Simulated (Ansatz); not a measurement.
Geometry optimisation, RKS B3LYP-D4/STO-3G (Ansatz 0.2.0).

The input (input.yaml):

```yaml
crystal:
  periodic: [false, false, false]
  atoms:
    - { symbol: C, position_ang: [-0.08287, 1.00581, -0.09912] }
    - { symbol: Al, position_ang: [0.07909, -1.02496, 0.10188] }
    - { symbol: F, position_ang: [1.63063, -1.49271, 0.0454] }
    - { symbol: F, position_ang: [-1.36973, -1.73147, 0.27301] }
    - { symbol: H, position_ang: [-0.05938, 1.71654, 0.74059] }
    - { symbol: H, position_ang: [-0.19774, 1.52679, -1.06176] }
total_charge: 1
basis:
  gaussian: { orbitals: STO-3G }
hamiltonian:
  xc: b3lyp
  dispersion: d4
relax:
  f_tol: 0.02
  max_steps: 50
```

Run as:

```bash
$ ansatz run input.yaml --threads 1 --pin off --max-ram 2048MiB --backend cpu --events-out ev --progress --plain --runs-dir out
```

Problem. Where does it end, and by what steps?

Solution. It converged. Limits of this set-up: minimal basis, the dipole of an ion depends on the origin. After 21 steps the energy has fallen by 2.177 eV; F3 moved furthest, 1.21 Å. Joined: C1–F3.

```
step  energy less start (eV)  largest force component (eV/Å)  accepted
   0                  0.0000                           2.317       yes
   1                 -0.0645                           0.495       yes
   2                 -0.0687                           0.058       yes
   3                 -0.0680                           0.145        no
   4                 -0.0690                           0.026       yes
   5                 -0.0693                           0.039       yes
   6                 -0.0696                           0.069       yes
   7                 -0.0705                           0.799       yes
   8                 -0.0977                           0.864       yes
   9                 -0.1880                           1.300       yes
  10                 -0.4610                           1.088       yes
  11                 -0.9362                           2.085       yes
  12                 -1.5381                           2.318       yes
  13                 -1.6646                           4.247       yes
  14                 -2.0079                           0.582       yes
  15                 -2.1413                           0.470       yes
  16                 -2.1372                           0.428        no
  17                 -2.1557                           1.032       yes
  18                 -2.1645                           0.572       yes
  19                 -2.1763                           0.088       yes
  20                 -2.1762                           0.140        no
  21                 -2.1766                           0.007       yes
```

```xyz
6
Properties=species:S:1:pos:R:3
C 0.147 0.810 -0.097
Al -0.672 -0.847 0.139
F 1.078 -0.415 -0.025
F -1.226 -2.346 0.332
H 0.399 1.499 0.736
H 0.275 1.298 -1.086
```

Whether the end is a true minimum wasn't checked by a vibrational analysis.

The run took 25 s on 1 thread of Arm Neoverse V2, with other jobs on the host, peak memory 0.11 GiB.
